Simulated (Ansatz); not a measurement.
Geometry optimisation of CH5FN2OSi, SMILES `C=N[Si](N)(O)F`.

```yaml
crystal:
  periodic: [false, false, false]
  atoms:
    - {symbol: C, position_ang: [-2.053802, 0.760957, 0.026700]}
    - {symbol: N, position_ang: [-1.175571, -0.064023, 0.441484]}
    - {symbol: Si, position_ang: [0.540495, 0.057929, 0.128822]}
    - {symbol: N, position_ang: [1.209528, -1.328000, -0.643108]}
    - {symbol: O, position_ang: [1.212081, 0.337202, 1.621238]}
    - {symbol: F, position_ang: [0.865807, 1.298896, -0.898344]}
    - {symbol: H, position_ang: [-3.135693, 0.591878, 0.243697]}
    - {symbol: H, position_ang: [-1.829132, 1.684723, -0.565825]}
    - {symbol: H, position_ang: [0.942652, -2.259456, -0.316201]}
    - {symbol: H, position_ang: [1.316700, -1.315014, -1.659770]}
    - {symbol: H, position_ang: [2.172235, 0.177808, 1.641806]}
basis:
  gaussian: {orbitals: def2-TZVP}
hamiltonian: {xc: pbe0, dispersion: d4}
relax: {f_tol: 0.005, max_steps: 150}
```

```sh
$ ansatz run in.yaml --threads 4 --pin off --events-out ev --progress --plain --max-ram 10444MiB
```

Output, abridged:

```
Functional definition: PBE0
mean field -16735.39228933 eV, -615.0143229765 hartree, gradient 2.2e-5 eV, S^2 0.000000; 0 other end points of the search recorded, 0 dependent functions left out
relax step   1: F+E_penalty+E_count = -16735.59894252 eV  Δ(F+E_penalty+E_count) = +0.000e0 eV  max|allowed force component| = 1.043e0 eV/Å  Δτ_max = 0.0000 Å  (30 SCF iters, accepted)
mean field -16735.47625518 eV, -615.0174086646 hartree, gradient 1.1e-5 eV, S^2 0.000000; 0 other end points of the search recorded, 0 dependent functions left out
relax step   2: F+E_penalty+E_count = -16735.68363661 eV  Δ(F+E_penalty+E_count) = -8.469e-2 eV  max|allowed force component| = 6.291e-1 eV/Å  Δτ_max = 0.0347 Å  (34 SCF iters, accepted)
mean field -16735.48758781 eV, -615.0178251310 hartree, gradient 1.1e-5 eV, S^2 0.000000; 0 other end points of the search recorded, 0 dependent functions left out
relax step   3: F+E_penalty+E_count = -16735.69567143 eV  Δ(F+E_penalty+E_count) = -1.203e-2 eV  max|allowed force component| = 4.528e-1 eV/Å  Δτ_max = 0.0413 Å  (34 SCF iters, accepted)
mean field -16735.49176168 eV, -615.0179785180 hartree, gradient 1.4e-5 eV, S^2 0.000000; 0 other end points of the search recorded, 0 dependent functions left out
relax step   4: F+E_penalty+E_count = -16735.70003995 eV  Δ(F+E_penalty+E_count) = -4.369e-3 eV  max|allowed force component| = 2.413e-1 eV/Å  Δτ_max = 0.1310 Å  (32 SCF iters, accepted)
mean field -16735.50122184 eV, -615.0183261724 hartree, gradient 1.6e-5 eV, S^2 0.000000; 0 other end points of the search recorded, 0 dependent functions left out
relax step   5: F+E_penalty+E_count = -16735.70944085 eV  Δ(F+E_penalty+E_count) = -9.401e-3 eV  max|allowed force component| = 1.710e-1 eV/Å  Δτ_max = 0.1010 Å  (32 SCF iters, accepted)
mean field -16735.50290087 eV, -615.0183878758 hartree, gradient 9.8e-6 eV, S^2 0.000000; 0 other end points of the search recorded, 0 dependent functions left out
relax step   6: F+E_penalty+E_count = -16735.71106471 eV  Δ(F+E_penalty+E_count) = -1.624e-3 eV  max|allowed force component| = 5.366e-2 eV/Å  Δτ_max = 0.0303 Å  (34 SCF iters, accepted)
mean field -16735.50316964 eV, -615.0183977528 hartree, gradient 9.9e-6 eV, S^2 0.000000; 0 other end points of the search recorded, 0 dependent functions left out
relax step   7: F+E_penalty+E_count = -16735.71142018 eV  Δ(F+E_penalty+E_count) = -3.555e-4 eV  max|allowed force component| = 3.507e-2 eV/Å  Δτ_max = 0.0050 Å  (35 SCF iters, accepted)
mean field -16735.50335148 eV, -615.0184044354 hartree, gradient 9.9e-6 eV, S^2 0.000000; 0 other end points of the search recorded, 0 dependent functions left out
relax step   8: F+E_penalty+E_count = -16735.71162401 eV  Δ(F+E_penalty+E_count) = -2.038e-4 eV  max|allowed force component| = 1.675e-2 eV/Å  Δτ_max = 0.0079 Å  (34 SCF iters, accepted)
mean field -16735.50345141 eV, -615.0184081077 hartree, gradient 9.9e-6 eV, S^2 0.000000; 0 other end points of the search recorded, 0 dependent functions left out
relax step   9: F+E_penalty+E_count = -16735.71175067 eV  Δ(F+E_penalty+E_count) = -1.267e-4 eV  max|allowed force component| = 2.117e-2 eV/Å  Δτ_max = 0.0049 Å  (34 SCF iters, accepted)
mean field -16735.50351980 eV, -615.0184106208 hartree, gradient 9.9e-6 eV, S^2 0.000000; 0 other end points of the search recorded, 0 dependent functions left out
relax step  10: F+E_penalty+E_count = -16735.71182731 eV  Δ(F+E_penalty+E_count) = -7.665e-5 eV  max|allowed force component| = 1.463e-2 eV/Å  Δτ_max = 0.0060 Å  (35 SCF iters, accepted)
mean field -16735.50351556 eV, -615.0184104652 hartree, gradient 9.9e-6 eV, S^2 0.000000; 0 other end points of the search recorded, 0 dependent functions left out
relax step  11: F+E_penalty+E_count = -16735.71181927 eV  Δ(F+E_penalty+E_count) = +8.043e-6 eV  max|allowed force component| = 1.742e-2 eV/Å  Δτ_max = 0.0068 Å  (35 SCF iters, rejected (line search))
mean field -16735.50352060 eV, -615.0184106504 hartree, gradient 9.9e-6 eV, S^2 0.000000; 0 other end points of the search recorded, 0 dependent functions left out
relax step  12: F+E_penalty+E_count = -16735.71184638 eV  Δ(F+E_penalty+E_count) = -1.907e-5 eV  max|allowed force component| = 2.034e-2 eV/Å  Δτ_max = 0.0033 Å  (35 SCF iters, accepted)
mean field -16735.50352685 eV, -615.0184108801 hartree, gradient 9.9e-6 eV, S^2 0.000000; 0 other end points of the search recorded, 0 dependent functions left out
relax step  13: F+E_penalty+E_count = -16735.71185256 eV  Δ(F+E_penalty+E_count) = -6.183e-6 eV  max|allowed force component| = 1.543e-2 eV/Å  Δτ_max = 0.0089 Å  (34 SCF iters, accepted)
mean field -16735.50358069 eV, -615.0184128585 hartree, gradient 9.9e-6 eV, S^2 0.000000; 0 other end points of the search recorded, 0 dependent functions left out
relax step  14: F+E_penalty+E_count = -16735.71190118 eV  Δ(F+E_penalty+E_count) = -4.862e-5 eV  max|allowed force component| = 1.043e-2 eV/Å  Δτ_max = 0.0065 Å  (35 SCF iters, accepted)
mean field -16735.50363023 eV, -615.0184146793 hartree, gradient 9.9e-6 eV, S^2 0.000000; 0 other end points of the search recorded, 0 dependent functions left out
relax step  15: F+E_penalty+E_count = -16735.71193400 eV  Δ(F+E_penalty+E_count) = -3.282e-5 eV  max|allowed force component| = 3.418e-3 eV/Å  Δτ_max = 0.0058 Å  (35 SCF iters, accepted)
mean field -16735.50363023 eV, -615.0184146793 hartree, gradient 9.9e-6 eV, S^2 0.000000; 1 other end points of the search recorded, 0 dependent functions left out
Total energy: -16735.71196547 eV, -615.0260708581 hartree
Atom 0 at    -2.037549     0.764004     0.022512 Å, force     0.003418    -0.001698     0.000015 eV/Å
Atom 1 at    -1.160221    -0.038288     0.430097 Å, force    -0.001275     0.001131    -0.000063 eV/Å
Atom 2 at     0.530412     0.054807     0.122746 Å, force    -0.000929    -0.001768    -0.003031 eV/Å
Atom 3 at     1.167666    -1.309367    -0.655980 Å, force     0.000060     0.001855    -0.000116 eV/Å
Atom 4 at     1.191687     0.295431     1.587968 Å, force    -0.000351    -0.000762     0.000818 eV/Å
Atom 5 at     0.870535     1.268789    -0.863282 Å, force    -0.000838     0.002010     0.000284 eV/Å
Atom 6 at    -3.094636     0.594742     0.260529 Å, force     0.000108     0.000587     0.000065 eV/Å
Atom 7 at    -1.823918     1.660188    -0.578805 Å, force     0.000033    -0.000117     0.000245 eV/Å
Atom 8 at     1.000202    -2.234540    -0.297171 Å, force     0.000514    -0.000495    -0.000939 eV/Å
Atom 9 at     1.278043    -1.310056    -1.656286 Å, force    -0.000957    -0.001283     0.002808 eV/Å
Atom 10 at     2.143079     0.197190     1.648170 Å, force     0.000218     0.000539    -0.000085 eV/Å
Dipole moment:     0.048369    -0.219590    -0.248708 e Å
```

It took 55 s on 4 threads of an Arm Neoverse V2 on a shared host, with 0.61 GiB of host memory at the peak.
